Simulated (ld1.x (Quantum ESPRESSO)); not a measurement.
**oxygen: TM pseudisation with PBEsol, scalar-relativistic reference atom.**

oxygen (O), norm-conserving Troullier–Martins (Kleinman–Bylander form), made with ld1.x (Quantum ESPRESSO) 7.5 (PBEsol, scalar-relativistic). Core [He], reference 2s2 2p3.5 (charge +0.5). Waves: 2p (bound): rc 1.08 bohr; 2s (bound): rc 0.52 bohr. Local part: the s channel. Core correction: a·sin(br)/r model core, default radius (core density twice the valence density).

Poles of the logarithmic derivatives, all-electron (AE) and pseudo (PS). s: poles at 2.4 (AE) and 2.3 (PS) Ry. p: poles at 2.3 (AE) and 2.3 (PS) Ry. Test radius 1.19 bohr.

* Cutoffs needed: 300 Ry and over 300 Ry (the cutoffs (Ry, on a coarse ladder) from which the occupation-weighted sum of valence levels, in a spherical-Bessel basis at the reference potential, stays within 10 and 1 mRy of its value at 400 Ry)
* Ghost test: no extra level below or beside the all-electron valence levels (p, s, d, f tested) (spherical-Bessel basis up to 400 Ry, 20 bohr box)
* Largest excitation error: +697 meV (all-electron minus pseudo) for 2s2 2p0, out of 7 test configurations
